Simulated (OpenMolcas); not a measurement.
Pt3+ among 6 point charges of -1.7 e arranged as a tetragonal octahedron (D4h). The axial distance is 1.17 times the equatorial one, R.

```yaml
Program: OpenMolcas 26.06
Method: "SS-CASPT2, IPEA 0.25 Eh, imaginary shift 0.1 Eh (closed shells correlated: 5s 5p)"
Basis: ANO-RCC-VTZP [8s7p5d3f1g]
Scalar_Hamiltonian: DKH2, point nucleus
Active_space: 7 electrons in 5 orbitals (5d)
State_averaging: 2S+1 = 4 even, 10 roots; 2S+1 = 2 even, 40 roots
Spin-orbit_coupling: RASSI with atomic mean-field integrals over the reference wave functions
```

All point charges move together. At R = 1.82 Å the first state of the same spin is 2700 cm-1, and at R = 2.09 Å it is 1390 cm-1.

Question: A third run gives 2150 cm-1. What distance was it run at?

Answer: With a power law R^-n the two known points give n = -ln(1390 / 2700) / ln(2.09 / 1.82) = 4.80. Then R = 1.82 × (2700 / 2150)^(1/4.80) = 1.908 Å. The run was at 1.92 Å, so the estimate is off by -0.012 Å.

This shell can be high or low spin here, a state of another spin lies low, and with metal d orbitals alone active their balance is uncertain, so the ground spin may be wrong. Point charges give a weaker field than real ligands, and real ions of this kind are as a rule low spin; the high spin found here belongs to the model. Free-ion shares, where given, are those of the reference states; single-state CASPT2 does not remix them. Spin-orbit coupling mixes the spin-free states strongly: the lowest level takes only 57 % from its leading state, 4A2 (figures for R = 1.82; the like holds for R = 1.92, R = 2.09). Point charges carry no covalency, so the field is a model and not that of real ligands. No measured value stands beside these numbers.
